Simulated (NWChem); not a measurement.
System meant: MgSiH4; SMILES [SiH3][MgH]

The following NWChem deck was run.

```
start job
memory heap 200 mb stack 900 mb global 1100 mb
geometry units angstroms noautoz
  Mg    -0.183264    -1.453594    -0.002392
  H     -0.241304    -3.167557    -0.003368
  Si    -0.098670     1.137408    -0.000963
  H      1.287101     1.685182     0.266209
  H     -0.992771     1.761487     1.049117
  H     -0.530675     1.746698    -1.317699
end
basis spherical
  * library def2-svp
end
dft
  xc xpbe96 cpbe96
  iterations 4
  mulliken
end
task dft energy
```

End of the output:

```
    Atom       Charge   Shell Charges
 -----------   ------   -------------------------------------------------------
    1 Mg  12    11.84   2.00  1.96  0.68  0.30  5.83  0.54  0.39  0.15
    2 H    1     1.13   0.60  0.52  0.01
    3 Si  14    13.84   2.00  1.94  0.69  0.37  5.81  1.32  1.56  0.14
    4 H    1     1.06   0.62  0.42  0.02
    5 H    1     1.06   0.62  0.42  0.02
    6 H    1     1.06   0.62  0.42  0.02

 center of mass
 --------------
 x =   0.00000000 y =  -0.00000000 z =  -0.06573800

 moments of inertia (a.u.)
 ------------------
         389.502441446640           0.000000000000          -0.000000000000
           0.000000000000         389.502441446640           0.000000000000
          -0.000000000000           0.000000000000          20.933034867834

     Multipole analysis of the density
     ---------------------------------

     L   x y z        total         alpha         beta         nuclear
     -   - - -        -----         -----         ----         -------
     0   0 0 0     -0.000000    -15.000000    -15.000000     30.000000

     1   1 0 0     -0.000000     -0.000000     -0.000000      0.000000
     1   0 1 0      0.000000      0.000000      0.000000     -0.000000
     1   0 0 1     -0.195242     -0.097621     -0.097621      0.000000

     2   2 0 0    -19.432581    -14.908917    -14.908917     10.385253
     2   1 1 0     -0.000000     -0.000000     -0.000000     -0.000000
     2   1 0 1     -0.000000     -0.000000     -0.000000      0.000000
     2   0 2 0    -19.432581    -14.908917    -14.908917     10.385253
     2   0 1 1     -0.000000      0.000000      0.000000     -0.000000
     2   0 0 2    -28.865871   -126.116957   -126.116957    223.368043

 ------------------------------------------------------------------------
 dft energy failed                                                                                  0
 ------------------------------------------------------------------------
 ------------------------------------------------------------------------
  current input line :
    19: task dft energy
 ------------------------------------------------------------------------
 ------------------------------------------------------------------------
 This type of error is most commonly associated with calculations not reaching convergence criteria
 ------------------------------------------------------------------------
 For more information see the NWChem manual at https://nwchemgit.github.io

0:dft energy failed:Received an Error in Communication
```

Question: Find the fault in this run and fix the input.

Answer: Convergence was not reached. Cause: the SCF was allowed too few iterations. This input runs:
```
start job
memory heap 200 mb stack 900 mb global 1100 mb
geometry units angstroms noautoz
  Mg    -0.183264    -1.453594    -0.002392
  H     -0.241304    -3.167557    -0.003368
  Si    -0.098670     1.137408    -0.000963
  H      1.287101     1.685182     0.266209
  H     -0.992771     1.761487     1.049117
  H     -0.530675     1.746698    -1.317699
end
basis spherical
  * library def2-svp
end
dft
  xc xpbe96 cpbe96
  iterations 150
  mulliken
end
task dft energy
```
It converges to -491.48963 Ha (PBE/def2-SVP).
